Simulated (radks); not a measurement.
The numbers below are computed, except where a source is named.
Species: Pr I. Configuration: [Xe] 4f3 6s2.

Level of theory: scalar-relativistic Kohn-Sham, PBE, spin-polarised, spherical densities, finite nucleus; open shells are filled with parallel spins first (spin-orbit coupling, left out, can overturn this in heavy ions); Fermi nuclear charge, rms radius 4.8919 fm (a radial shooting solver on a logarithmic mesh with Libxc functionals).

Energy parts (Ry):
total: -18473.8245
kinetic: 19618.7103
electron-nucleus: -44819.2514
Hartree: 7158.3482
exchange-correlation: -431.6316

Orbitals (lengths in bohr, moments of r in powers of bohr; <r^-3> diverges for s and p1/2; r(max) is where P^2 peaks):
[
 {"orbital": "1s up", "occ.": "1", "eigenvalue (Ry)": "-3073.116", "<r^-3>": "-", "<r^2>": "0.0007896", "r(max)": "0.01541"},
 {"orbital": "1s down", "occ.": "1", "eigenvalue (Ry)": "-3073.116", "<r^-3>": "-", "<r^2>": "0.0007896", "r(max)": "0.01541"},
 {"orbital": "2s up", "occ.": "1", "eigenvalue (Ry)": "-494.3745", "<r^-3>": "-", "<r^2>": "0.01253", "r(max)": "0.08725"},
 {"orbital": "2s down", "occ.": "1", "eigenvalue (Ry)": "-494.3743", "<r^-3>": "-", "<r^2>": "0.01253", "r(max)": "0.08725"},
 {"orbital": "2p up", "occ.": "3", "eigenvalue (Ry)": "-442.3733", "<r^-3>": "8482", "<r^2>": "0.01001", "r(max)": "0.07027"},
 {"orbital": "2p down", "occ.": "3", "eigenvalue (Ry)": "-442.3732", "<r^-3>": "8482", "<r^2>": "0.01001", "r(max)": "0.07027"},
 {"orbital": "3s up", "occ.": "1", "eigenvalue (Ry)": "-106.6566", "<r^-3>": "-", "<r^2>": "0.08477", "r(max)": "0.2491"},
 {"orbital": "3s down", "occ.": "1", "eigenvalue (Ry)": "-106.6043", "<r^-3>": "-", "<r^2>": "0.08471", "r(max)": "0.2491"},
 {"orbital": "3p up", "occ.": "3", "eigenvalue (Ry)": "-90.18332", "<r^-3>": "1712", "<r^2>": "0.08480", "r(max)": "0.2439"},
 {"orbital": "3p down", "occ.": "3", "eigenvalue (Ry)": "-90.13124", "<r^-3>": "1714", "<r^2>": "0.08473", "r(max)": "0.2438"},
 {"orbital": "3d up", "occ.": "5", "eigenvalue (Ry)": "-67.04641", "<r^-3>": "234.2", "<r^2>": "0.07219", "r(max)": "0.2006"},
 {"orbital": "3d down", "occ.": "5", "eigenvalue (Ry)": "-67.00605", "<r^-3>": "234.5", "<r^2>": "0.07211", "r(max)": "0.2005"},
 {"orbital": "4s up", "occ.": "1", "eigenvalue (Ry)": "-21.24427", "<r^-3>": "-", "<r^2>": "0.4375", "r(max)": "0.5791"},
 {"orbital": "4s down", "occ.": "1", "eigenvalue (Ry)": "-21.09443", "<r^-3>": "-", "<r^2>": "0.4371", "r(max)": "0.5789"},
 {"orbital": "4p up", "occ.": "3", "eigenvalue (Ry)": "-15.86426", "<r^-3>": "369.2", "<r^2>": "0.4948", "r(max)": "0.6046"},
 {"orbital": "4p down", "occ.": "3", "eigenvalue (Ry)": "-15.71248", "<r^-3>": "369.5", "<r^2>": "0.4943", "r(max)": "0.6043"},
 {"orbital": "4d up", "occ.": "5", "eigenvalue (Ry)": "-8.16929", "<r^-3>": "41.42", "<r^2>": "0.6143", "r(max)": "0.6359"},
 {"orbital": "4d down", "occ.": "5", "eigenvalue (Ry)": "-8.01509", "<r^-3>": "41.45", "<r^2>": "0.6143", "r(max)": "0.6354"},
 {"orbital": "5s up", "occ.": "1", "eigenvalue (Ry)": "-2.90521", "<r^-3>": "-", "<r^2>": "2.542", "r(max)": "1.351"},
 {"orbital": "5s down", "occ.": "1", "eigenvalue (Ry)": "-2.80157", "<r^-3>": "-", "<r^2>": "2.585", "r(max)": "1.358"},
 {"orbital": "5p up", "occ.": "3", "eigenvalue (Ry)": "-1.60712", "<r^-3>": "50.48", "<r^2>": "3.518", "r(max)": "1.530"},
 {"orbital": "5p down", "occ.": "3", "eigenvalue (Ry)": "-1.52681", "<r^-3>": "48.58", "<r^2>": "3.609", "r(max)": "1.543"},
 {"orbital": "6s up", "occ.": "1", "eigenvalue (Ry)": "-0.25874", "<r^-3>": "-", "<r^2>": "22.63", "r(max)": "3.832"},
 {"orbital": "6s down", "occ.": "1", "eigenvalue (Ry)": "-0.24700", "<r^-3>": "-", "<r^2>": "23.59", "r(max)": "3.916"},
 {"orbital": "4f up", "occ.": "3", "eigenvalue (Ry)": "-0.13568", "<r^-3>": "4.284", "<r^2>": "2.004", "r(max)": "0.6925"},
 {"orbital": "4f down", "occ.": "0", "eigenvalue (Ry)": "-0.00535", "<r^-3>": "4.010", "<r^2>": "3.107", "r(max)": "0.6936"}
]

The highest occupied level is 4f up at -1.846 eV. The electron density at the nucleus is 4.336e+05 e/bohr^3 (large components only). Spin moment in Bohr magnetons: 3. The spin density at the nucleus is 1.142 e/bohr^3 (1s 0.009, 2s -0.148, 3s -3.771, 4s -0.627, 5s 4.663, 6s 1.016).
